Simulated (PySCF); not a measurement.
Computed IR spectrum (relative IR intensity) of a molecule CH3ClF2Si. Geometry optimised at PBE-D3(BJ)/def2-SVP. The values are those of a single conformer. Calculation: PySCF with PBE-D3(BJ)/def2-SVP. Frequencies are harmonic and unscaled.

ν (cm⁻¹): 245 (vw), 282 (w), 319 (m), 525 (m), 712 (m), 761 (vw), 786 (s), 888 (vs), 949 (vs), 1233 (m), 1373 (vw) (against the strongest line: vs over 80 %, s over 45 %, m over 15 %, w over 4 %, vw less)

### Question
Pick the molecule that these values belong to.
(A) FC[Si@@H](F)Cl
(B) FC(F)[SiH2]Cl
(C) C[Si](F)(F)Cl

### Answer
C, C[Si](F)(F)Cl
